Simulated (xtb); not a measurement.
C4H9, charge -1, singlet, from a rough starting geometry; GFN2-xTB run with xtb.

xtb was given this input:
```
$ xtb mol.xyz --gfn 2 --chrg -1 --opt vtight --json

# file mol.xyz
13

C      0.84118721     2.00889364    -0.01470865
C      0.87811152     0.46251937     0.00691731
C     -0.55822798    -0.10067783     0.01047099
C     -0.55117229    -1.64260134     0.05367487
H     -1.58914938    -2.08427127     0.03196816
H      0.33402975     2.35867757     0.87408717
H      0.24746159     2.40510327    -0.87478901
H     -0.05552015    -2.02039635     0.85504529
H     -0.02494240    -2.00550425    -0.82103124
H      1.40614423     0.06782981    -0.89419879
H      1.37035139     0.12790526     0.89735928
H     -1.12904870     0.27120373    -0.87295771
H     -1.12540656     0.27814083     0.91750467
```

The log (banner, timings and long lists left out):

```
   ID    Z sym.   atoms
    1    6 C      1-4
    2    1 H      5-13

           -------------------------------------------------
          |                Calculation Setup                |
           -------------------------------------------------

           -------------------------------------------------
          |                 G F N 2 - x T B                 |
           -------------------------------------------------

          ...................................................
          :                      SETUP                      :
          :.................................................:
          :  # basis functions                  25          :
          :  # atomic orbitals                  25          :
          :  # shells                           17          :
          :  # electrons                        26          :
          :  max. iterations                   250          :
          :  Hamiltonian                  GFN2-xTB          :
          :  restarted?                      false          :
          :  GBSA solvation                  false          :
          :  PC potential                    false          :
          :  electronic temp.          300.0000000     K    :
          :  accuracy                    1.0000000          :
          :  -> integral cutoff          0.2500000E+02      :
          :  -> integral neglect         0.1000000E-07      :
          :  -> SCF convergence          0.1000000E-05 Eh   :
          :  -> wf. convergence          0.1000000E-03 e    :
          :  Broyden damping             0.4000000          :
          :  net charge                         -1          :
          :  unpaired electrons                  0          :
          ...................................................

 iter      E             dE          RMSdq      gap      omega  full diag
   1    -13.2836011 -0.132836E+02  0.360E+00   10.40       0.0  T
   2    -13.3988976 -0.115296E+00  0.217E+00    7.36       1.0  T
   3    -13.4001869 -0.128925E-02  0.133E+00    7.26       1.0  T
   4    -13.4004888 -0.301968E-03  0.183E-01    6.88       1.0  T
   5    -13.4005342 -0.453885E-04  0.864E-02    6.86       1.0  T
   6    -13.4005358 -0.162627E-05  0.184E-02    6.88       1.5  T
   7    -13.4005361 -0.238560E-06  0.435E-03    6.89       6.4  T
   8    -13.4005361 -0.270846E-07  0.212E-03    6.89      13.1  T
   9    -13.4005361 -0.332579E-08  0.388E-04    6.88      71.5  T
[...]
         :: total energy             -13.213167647983 Eh    ::
 * total energy  :   -13.2131676 Eh     change       -0.2307843E-10 Eh
 * total energy  :   -13.2238768 Eh     change       -0.1070915E-01 Eh
 * total energy  :   -13.2250350 Eh     change       -0.1158199E-02 Eh
 * total energy  :   -13.2251272 Eh     change       -0.9217000E-04 Eh
 * total energy  :   -13.2251549 Eh     change       -0.2775961E-04 Eh
 * total energy  :   -13.2251622 Eh     change       -0.7300544E-05 Eh
 * total energy  :   -13.2251641 Eh     change       -0.1843460E-05 Eh
 * total energy  :   -13.2251643 Eh     change       -0.2243362E-06 Eh
 * total energy  :   -13.2251644 Eh     change       -0.1010048E-06 Eh
 * total energy  :   -13.2251645 Eh     change       -0.5871569E-07 Eh
   *** GEOMETRY OPTIMIZATION CONVERGED AFTER 10 ITERATIONS ***
         :: total energy             -13.225164453855 Eh    ::
[...]
    11   1 H        0.923    -0.064     4.453     3.300
    12   1 H        0.924    -0.014     3.315     2.847
    13   1 H        0.924    -0.014     3.314     2.847

 Mol. C6AA /au·bohr⁶  :       1545.728177
 Mol. C8AA /au·bohr⁸  :      30492.128981
 Mol. α(0) /au        :         60.101017

Wiberg/Mayer (AO) data.
largest (>0.10) Wiberg bond orders for each atom

 ---------------------------------------------------------------------------
     #   Z sym  total        # sym  WBO       # sym  WBO       # sym  WBO
 ---------------------------------------------------------------------------
     1   6 C    2.988 --     2 C    1.011     7 H    0.952     6 H    0.952
     2   6 C    3.926 --     1 C    1.011    11 H    0.975    10 H    0.975
                             3 C    0.948
     3   6 C    3.970 --     4 C    1.007    12 H    0.981    13 H    0.981
                             2 C    0.948
     4   6 C    3.993 --     3 C    1.007     8 H    0.989     9 H    0.989
                             5 H    0.986
     5   1 H    1.000 --     4 C    0.986
     6   1 H    0.966 --     1 C    0.952
     7   1 H    0.966 --     1 C    0.952
     8   1 H    1.000 --     4 C    0.989
     9   1 H    1.000 --     4 C    0.989
    10   1 H    0.996 --     2 C    0.975
    11   1 H    0.996 --     2 C    0.975
    12   1 H    1.000 --     3 C    0.981
    13   1 H    1.000 --     3 C    0.981
 ---------------------------------------------------------------------------

Topologies differ in total number of bonds
Writing topology from bond orders to xtbtopo.mol

molecular dipole:
                 x           y           z       tot (Debye)
 q only:       -0.905      -2.670      -0.005
   full:       -1.589      -3.197       0.003       9.074
molecular quadrupole (traceless):
                xx          xy          yy          xz          yz          zz
 q only:        4.988      -5.613     -11.434       0.004       0.030       6.446
  q+dip:        3.932     -10.393     -13.275       0.033       0.072       9.343
   full:        3.505     -10.463     -12.826       0.036       0.070       9.321

optimized geometry written to: xtbopt.xyz

           -------------------------------------------------
          | TOTAL ENERGY              -13.225164453855 Eh   |
          | GRADIENT NORM               0.000058823344 Eh/α |
          | HOMO-LUMO GAP               7.583893977083 eV   |
           -------------------------------------------------
```
